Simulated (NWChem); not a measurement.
System: C$_{3}$H$_{4}$O$_{2}$Si; SMILES O=C([SiH2]C#C)O

Output (shortened):

```
             Northwest Computational Chemistry Package (NWChem) 7.3.0
             --------------------------------------------------------

                             Geometry "geometry" -> ""
                             -------------------------

 Output coordinates in angstroms (scale by  1.889725989 to convert to a.u.)

  No.       Tag          Charge          X              Y              Z
 ---- ---------------- ---------- -------------- -------------- --------------
    1 C                    6.0000     0.95911300     2.74685200     0.17526500
    2 C                    6.0000     0.19982600     1.80228500     0.06680400
    3 Si                  14.0000    -0.94274400     0.38388100    -0.09607700
    4 C                    6.0000    -0.06043800    -1.31630300     0.11949600
    5 O                    8.0000    -0.68208600    -2.34416300     0.03586900
    6 O                    8.0000     1.25240800    -1.27381200     0.36184700
    7 H                    1.0000     1.63324600     3.57995800     0.27190800
    8 H                    1.0000    -1.99860800     0.44315400     0.95137300
    9 H                    1.0000    -1.56086600     0.36583100    -1.44993200
   10 H                    1.0000     1.55272800    -2.19657100     0.44604400

 Effective nuclear repulsion energy (a.u.)     252.7243394152

                                 NWChem DFT Module
                                 -----------------

 Summary of "ao basis" -> "ao basis" (spherical)
 ------------------------------------------------------------------------------
       Tag                 Description            Shells   Functions and Types
 ---------------- ------------------------------  ------  ---------------------
 C                          def2-svp                 6       14   3s2p1d
 Si                         def2-svp                 8       18   4s3p1d
 O                          def2-svp                 6       14   3s2p1d
 H                          def2-svp                 3        5   2s1p

            General Information
            -------------------
          SCF calculation type: DFT
          Wavefunction type:  closed shell.
          No. of atoms     :    10
          No. of electrons :    52
           Alpha electrons :    26
            Beta electrons :    26
          Charge           :     0
          Spin multiplicity:     1
          Use of symmetry is: off; symmetry adaption is: off
          Maximum number of iterations: 150
          AO basis - number of functions:   108
                     number of shells:    50
          Convergence on energy requested:  1.00D-06
          Convergence on density requested:  1.00D-05
          Convergence on gradient requested:  5.00D-04

              XC Information
              --------------
                         B3LYP Method XC Potential
                     Hartree-Fock (Exact) Exchange  0.200
                        Slater Exchange Functional  0.800 local
                    Becke 1988 Exchange Functional  0.720 non-local
              Lee-Yang-Parr Correlation Functional  0.810
                  VWN I RPA Correlation Functional  0.190 local

             Grid Information
             ----------------
          Grid used for XC integration:  medium
          Radial quadrature: Mura-Knowles
          Angular quadrature: Lebedev.
          Tag              B.-S. Rad. Rad. Pts. Rad. Cut. Ang. Pts.
          ---              ---------- --------- --------- ---------
          C                   0.70       49          12.0       434
          Si                  1.10       88          11.0       590
          O                   0.60       49          14.0       434
          H                   0.35       45          13.0       434
          Grid pruning is: on
          Number of quadrature shells:   513
          Spatial weights used:  Erf1

      Superposition of Atomic Density Guess
      -------------------------------------

 Sum of atomic energies:        -552.99239970

      Non-variational initial energy
      ------------------------------

 Total energy =    -555.526466
 1-e energy   =   -1261.989617
 2-e energy   =     453.738812
 HOMO         =      -0.322495
 LUMO         =      -0.002441

     ---------------------------------------------
      Total Density - Mulliken Population Analysis
     ---------------------------------------------

    Atom       Charge   Shell Charges
 -----------   ------   -------------------------------------------------------
    1 C    6     6.19   1.99  0.98  0.57  1.87  0.75  0.03
    2 C    6     6.22   1.99  1.01  0.31  1.96  0.91  0.03
    3 Si  14    13.39   2.00  1.99  1.00  0.24  5.94  1.12  0.95  0.15
    4 C    6     5.34   1.99  0.92  0.30  1.47  0.55  0.11
    5 O    8     8.74   1.99  1.13  0.68  3.07  1.85  0.01
    6 O    8     8.45   1.99  1.11  0.61  2.95  1.78  0.01
    7 H    1     0.88   0.63  0.22  0.03
    8 H    1     1.05   0.69  0.35  0.01
    9 H    1     1.05   0.69  0.35  0.01
   10 H    1     0.68   0.53  0.10  0.06

   convergence    iter        energy       DeltaE   RMS-Dens  Diis-err
 ---------------- ----- ----------------- --------- --------- ---------
 d= 0,ls=0.0,diis     1   -556.1890916720 -8.09D+02  1.59D-02  1.22D+00
 d= 0,ls=0.0,diis     2   -555.9065949281  2.82D-01  1.10D-02  4.36D+00
 d= 0,ls=0.0,diis     3   -556.3185393548 -4.12D-01  3.20D-03  1.92D-01
 d= 0,ls=0.0,diis     4   -556.3312680271 -1.27D-02  1.23D-03  6.57D-02
 d= 0,ls=0.0,diis     5   -556.3375270258 -6.26D-03  3.85D-04  2.00D-03
  Resetting Diis
 d= 0,ls=0.0,diis     6   -556.3376078510 -8.08D-05  1.85D-04  1.25D-03
 d= 0,ls=0.0,diis     7   -556.3377713184 -1.63D-04  7.20D-05  2.46D-05
 d= 0,ls=0.0,diis     8   -556.3377652533  6.07D-06  4.86D-05  7.39D-05
 d= 0,ls=0.0,diis     9   -556.3377736815 -8.43D-06  1.23D-05  4.65D-06
 d= 0,ls=0.0,diis    10   -556.3377743081 -6.27D-07  1.76D-06  4.98D-08

         Total DFT energy =     -556.337774308110
      One electron energy =    -1265.942726650469
           Coulomb energy =      512.669599117182
    Exchange-Corr. energy =      -55.788986190025
 Nuclear repulsion energy =      252.724339415202

 Numeric. integr. density =       52.000006553077

                       DFT Final Molecular Orbital Analysis
                       ------------------------------------

 Vector   24  Occ=2.000000D+00  E=-3.086034D-01
              MO Center=  3.0D-01,  1.4D+00,  9.8D-02, r^2= 4.3D+00
   Bfn.  Coefficient  Atom+Function         Bfn.  Coefficient  Atom+Function
  ----- ------------  ---------------      ----- ------------  ---------------
    18      0.319538   2 C  px                4      0.265459   1 C  px
     5     -0.244032   1 C  py               64      0.220523   5 O  px
    19     -0.203613   2 C  py               21      0.183519   2 C  px
     7      0.155795   1 C  px               67      0.154108   5 O  px
     8     -0.130546   1 C  py               65     -0.121694   5 O  py

 Vector   25  Occ=2.000000D+00  E=-2.967299D-01
              MO Center=  3.3D-01,  2.0D+00,  8.3D-02, r^2= 2.5D+00
   Bfn.  Coefficient  Atom+Function         Bfn.  Coefficient  Atom+Function
  ----- ------------  ---------------      ----- ------------  ---------------
     6      0.403331   1 C  pz               20      0.388541   2 C  pz
     9      0.238333   1 C  pz               23      0.224953   2 C  pz
    94     -0.131166   8 H  s                99      0.131240   9 H  s
    95     -0.105973   8 H  s               100      0.106002   9 H  s
     4     -0.073395   1 C  px               38     -0.072096   3 Si pz

 Vector   26  Occ=2.000000D+00  E=-2.728380D-01
              MO Center= -2.1D-01, -9.7D-01,  8.0D-02, r^2= 4.6D+00
   Bfn.  Coefficient  Atom+Function         Bfn.  Coefficient  Atom+Function
  ----- ------------  ---------------      ----- ------------  ---------------
    64      0.379751   5 O  px               65     -0.293628   5 O  py
    67      0.283932   5 O  px               68     -0.211630   5 O  py
    49      0.199291   4 C  s                78      0.195431   6 O  px
    77     -0.172729   6 O  s                 4     -0.170038   1 C  px
    51      0.155840   4 C  py               19      0.146833   2 C  py

 Vector   27  Occ=0.000000D+00  E=-3.252138D-02
              MO Center= -2.7D-01, -3.9D-01,  5.2D-02, r^2= 4.4D+00
   Bfn.  Coefficient  Atom+Function         Bfn.  Coefficient  Atom+Function
  ----- ------------  ---------------      ----- ------------  ---------------
    41      0.596240   3 Si pz               95     -0.492982   8 H  s
   100      0.491966   9 H  s                52      0.381243   4 C  pz
    55      0.315887   4 C  pz               69     -0.302598   5 O  pz
    66     -0.293799   5 O  pz                9     -0.226168   1 C  pz
    80     -0.211641   6 O  pz               83     -0.198386   6 O  pz

 Vector   28  Occ=0.000000D+00  E=-1.540399D-02
              MO Center=  3.5D-02,  1.6D+00,  4.2D-02, r^2= 3.8D+00
   Bfn.  Coefficient  Atom+Function         Bfn.  Coefficient  Atom+Function
  ----- ------------  ---------------      ----- ------------  ---------------
    40      0.553226   3 Si py               49      0.519709   4 C  s
     7      0.398198   1 C  px               39     -0.386813   3 Si px
     8     -0.311128   1 C  py                4      0.287522   1 C  px
    22      0.285522   2 C  py               21     -0.246829   2 C  px
     5     -0.241471   1 C  py               54      0.225081   4 C  py

 Vector   29  Occ=0.000000D+00  E= 4.619919D-03
              MO Center=  2.5D-01,  1.0D+00,  1.0D-01, r^2= 5.1D+00
   Bfn.  Coefficient  Atom+Function         Bfn.  Coefficient  Atom+Function
  ----- ------------  ---------------      ----- ------------  ---------------
     9      0.538120   1 C  pz               23     -0.494351   2 C  pz
     6      0.347454   1 C  pz               55      0.337530   4 C  pz
    52      0.311689   4 C  pz               20     -0.302410   2 C  pz
    69     -0.236462   5 O  pz               66     -0.221203   5 O  pz
    41     -0.196977   3 Si pz               95      0.167902   8 H  s

     ---------------------------------------------
      Total Density - Mulliken Population Analysis
     ---------------------------------------------

    Atom       Charge   Shell Charges
 -----------   ------   -------------------------------------------------------
    1 C    6     6.20   1.99  0.92  0.60  2.00  0.68  0.02
    2 C    6     5.97   1.99  0.93  0.29  2.03  0.72  0.02
    3 Si  14    13.52   2.00  1.98  1.09  0.15  5.93  1.34  0.82  0.21
    4 C    6     5.97   1.99  0.96  0.25  1.98  0.67  0.12
    5 O    8     8.24   1.99  1.10  0.66  2.84  1.63  0.02
    6 O    8     8.17   1.99  1.10  0.59  2.89  1.58  0.01
    7 H    1     0.98   0.74  0.22  0.03
    8 H    1     1.06   0.74  0.31  0.01
    9 H    1     1.06   0.74  0.31  0.01
   10 H    1     0.83   0.67  0.09  0.07

     -------------------------------------------
      Total Density - Lowdin Population Analysis
     -------------------------------------------

    Atom       Charge   Shell Charges
 -----------   ------   -------------------------------------------------------
    1 C    6     6.02   1.97  0.64  0.36  1.80  1.21  0.05
    2 C    6     6.21   1.97  0.67  0.37  1.85  1.30  0.05
    3 Si  14    13.50   2.00  1.93  0.65  0.32  5.82  1.33  1.12  0.33
    4 C    6     6.05   1.96  0.63  0.34  1.80  1.04  0.27
    5 O    8     8.17   1.97  0.93  0.65  2.70  1.89  0.03
    6 O    8     8.03   1.97  0.89  0.57  2.71  1.86  0.03
    7 H    1     0.96   0.60  0.28  0.08
    8 H    1     1.08   0.65  0.41  0.02
    9 H    1     1.08   0.65  0.41  0.02
   10 H    1     0.91   0.55  0.19  0.17

     Multipole analysis of the density
     ---------------------------------

     L   x y z        total         alpha         beta         nuclear
     -   - - -        -----         -----         ----         -------
     0   0 0 0     -0.000000    -26.000000    -26.000000     52.000000

     1   1 0 0      0.600834      2.585411      2.585411     -4.569989
     1   0 1 0      0.462907      2.102367      2.102367     -3.741828
     1   0 0 1      0.096675     -3.944118     -3.944118      7.984911

     2   2 0 0    -29.699549    -96.989509    -96.989509    164.279469
     2   1 1 0     -1.987339    -26.682289    -26.682289     51.377239
     2   1 0 1      0.463505    -12.698251    -12.698251     25.860007
     2   0 2 0    -29.349277   -286.311944   -286.311944    543.274612
     2   0 1 1     -0.364202      3.968159      3.968159     -8.300519
     2   0 0 2    -31.251369    -24.132052    -24.132052     17.012735

                     NWChem Electrostatic Potential Fit Module
                     -----------------------------------------

 Atom parameters

 Number of atoms is                                   10
 Number of basis functions is                        108

 Grid parameters

 Maximum number of grid points is                  44766
 Number of grid points is                          44765
 Grid range                                     0.300000 nm
 Grid spacing                                   0.020000 nm
 Probe radius                                   0.070000 nm
 Atom radius factor                             1.000000

 Atomic radii

    1    0.100000
    6    0.147000
    8    0.136000
   14    0.187000
 FASTESP  F
  using M.O. file = ./job.movecs

    Atom              Coordinates                           Charge

                                                  ESP

    1 C     0.095911    0.274685    0.017527   -0.296700
    2 C     0.019983    0.180229    0.006680   -0.107479
    3 Si   -0.094274    0.038388   -0.009608    0.390592
    4 C    -0.006044   -0.131630    0.011950    0.610970
    5 O    -0.068209   -0.234416    0.003587   -0.528148
    6 O     0.125241   -0.127381    0.036185   -0.582854
    7 H     0.163325    0.357996    0.027191    0.263881
    8 H    -0.199861    0.044315    0.095137   -0.085023
    9 H    -0.156087    0.036583   -0.144993   -0.085696
   10 H     0.155273   -0.219657    0.044604    0.420456
                                            ------------
                                               -0.000000

 Dipole moment                                  0.777110

 Quadrupole moment Qxx                         -1.013759
                   Qyy                          3.466087
                   Qzz                         -2.452328

 RMS deviation kJ/mol                           0.054020

 RRMS %                                        26.579175
```

Level: B3LYP/def2-SVP. Geometry: optimised at PBE0/def2-SVP. B3LYP is NWChem's, with the RPA form of VWN correlation.

Which NWChem input produces such a log?

This is not unique; one that fits is the input that was run:
```
start job
memory heap 200 mb stack 900 mb global 1100 mb
geometry units angstroms noautosym nocenter noautoz
  C      0.959113     2.746852     0.175265
  C      0.199826     1.802285     0.066804
  Si    -0.942744     0.383881    -0.096077
  C     -0.060438    -1.316303     0.119496
  O     -0.682086    -2.344163     0.035869
  O      1.252408    -1.273812     0.361847
  H      1.633246     3.579958     0.271908
  H     -1.998608     0.443154     0.951373
  H     -1.560866     0.365831    -1.449932
  H      1.552728    -2.196571     0.446044
end
basis spherical
  * library def2-svp
end
dft
  xc b3lyp
  iterations 150
  mulliken
end
task dft energy
esp
  recalculate
  probe 0.07
  range 0.3
  factor 1.0
  spacing 0.02
end
task esp
```
